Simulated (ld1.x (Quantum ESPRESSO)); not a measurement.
Te (Z = 52): PAW pseudisation with PBE, scalar-relativistic reference atom.

* Element: tellurium (Te)
* Generator: ld1.x (Quantum ESPRESSO) 7.5
* Type: PAW
* Functional: PBE
* Relativity: scalar-relativistic
* Frozen core: [Ar] 3d10 4s2
* Valence charge: 22
* Reference configuration: 4p6 4d10 5s2 5p4
* Partial waves: 5s (bound): rcut 1.10, rcutus 1.45 bohr; 5s channel at 0.05 Ry: rcut 1.10, rcutus 1.45 bohr; 4p (bound): rcut 1.35, rcutus 1.55 bohr; 5p (bound): rcut 1.35, rcutus 1.55 bohr; 4d (bound): rcut 0.95, rcutus 1.30 bohr; 4d channel at 0.4 Ry: rcut 0.95, rcutus 1.30 bohr
* Local potential: all-electron potential smoothed inside 1.10 bohr (lloc = -1)
* Core correction: Bessel-smoothed model core inside 0.85 bohr
* Augmentation charge: PSQ, inside the norm-conserving radii

All-electron outer shells of the reference configuration (PBE, scalar-relativistic, ld1.x):

```tsv
shell	level (eV)	outermost node (bohr)	outermost maximum (bohr)
3d	-560.05	–	0.24
4s	-164.39	0.38	0.70
4p	-114.41	0.38	0.74
4d	-41.65	0.36	0.81
5s	-15.11	0.91	1.80
5p	-5.95	1.00	2.17
```

(1) Is a potential produced?

## Answers

(1) No. ld1.x (Quantum ESPRESSO) 7.5 stopped with "new_paw_hamiltonian: negative rho": the spherical valence density built from the smooth waves and the augmentation charge turned negative at some radius.
